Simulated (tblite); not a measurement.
A tight-binding relaxation on `C=C(C)[C@@H]1CC[C@H]1[GaH2]`.

Computed with GFN2-xTB geometry optimisation, gas phase (tblite 0.8.0). Start geometry: from a force field or distance geometry. The input is one job of a driver script: a line of settings, then coordinates in Å.

Command:
```bash
OMP_NUM_THREADS=1 python probes_run.py task.json out
```

Input:
```
{"job": {"kind": "relax", "xc": "GFN2-xTB", "basis": "xTB"}, "charge": 0, "multiplicity": 1}
C     -2.352900     0.646700    -0.406600
C     -1.497500    -0.181800     0.147500
C     -1.765000    -1.612000     0.448300
C     -0.162500     0.360900     0.505500
C      0.175900     1.542700    -0.384800
C      1.609900     1.111400    -0.178500
C      1.039100    -0.296200    -0.148000
Ga     2.419100    -1.393900     0.356600
H     -3.367600     0.329600    -0.701500
H     -2.039300     1.689800    -0.566200
H     -1.661600    -1.826300     1.525700
H     -1.109100    -2.252900    -0.164900
H     -2.823200    -1.833000     0.152600
H     -0.043300     0.558300     1.587300
H     -0.105300     2.538400    -0.013800
H     -0.158600     1.316600    -1.423600
H      1.934500     1.410000     0.830200
H      2.306900     1.298400    -1.012100
H      0.760600    -0.574100    -1.184800
H      3.272900    -1.582300     1.505300
H      3.558000    -1.233500    -0.874800
```

Output:
```
step      E/eV     max force
  0    -617.11970    2.776
  1    -617.44195    1.766
  2    -617.71539    0.950
  3    -617.82951    1.040
  4    -617.91328    0.743
  5    -618.00257    0.670
  6    -618.05394    0.480
  7    -618.10004    0.497
  8    -618.13412    0.410
  9    -618.16357    0.464
... (124 lines left out)
134    -618.70621    0.026
135    -618.70647    0.026
136    -618.70661    0.020
137    -618.70674    0.019
138    -618.70683    0.018
139    -618.70689    0.013
140    -618.70693    0.011
141    -618.70696    0.011
142    -618.70699    0.011
143    -618.70701    0.009
```

«max force» is the largest atomic force in eV/Å.

**Question.** From which step on does the largest force stay under 0.1 eV/Å, and how much energy is left to gain from there?

**Answer.** From step 47 (0.077 eV/Å), 40.6 meV above the end.

In short: energy lowered by 36.6 kcal/mol over 143 steps; largest atomic force 0.009 eV/Å at the end.

**Question.** Give the final coordinates.

**Answer.** 0.751 Å rms from the input after alignment:
```
atom  x, y, z in Å
C1    -2.4886    0.3959   -0.3322
C2    -1.3826   -0.2134    0.0626
C3    -1.3020   -1.6950    0.2927
C4    -0.0845    0.4779    0.3178
C5     0.2158    1.9003   -0.1682
C6     1.6391    1.4406   -0.5034
C7     1.1360   -0.0216   -0.5097
Ga8    2.0614   -1.5173    0.5037
H9    -3.4034   -0.1456   -0.5050
H10   -2.5273    1.4593   -0.4922
H11   -0.8155   -1.8998    1.2551
H12   -0.6949   -2.1680   -0.4897
H13   -2.2875   -2.1543    0.2893
H14    0.1506    0.3991    1.3940
H15    0.1092    2.7037    0.5594
H16   -0.3459    2.1457   -1.0678
H17    2.3262    1.6343    0.3249
H18    2.0754    1.8115   -1.4303
H19    0.8071   -0.2939   -1.5210
H20    2.3445   -1.2832    2.0482
H21    2.4584   -2.9594   -0.0287
```

On one thread, Arm Neoverse N1 (aarch64), shared host, this took 2.0 s of wall time.
Labels such as C1 count atoms from 1, the log's own numbers from 0.
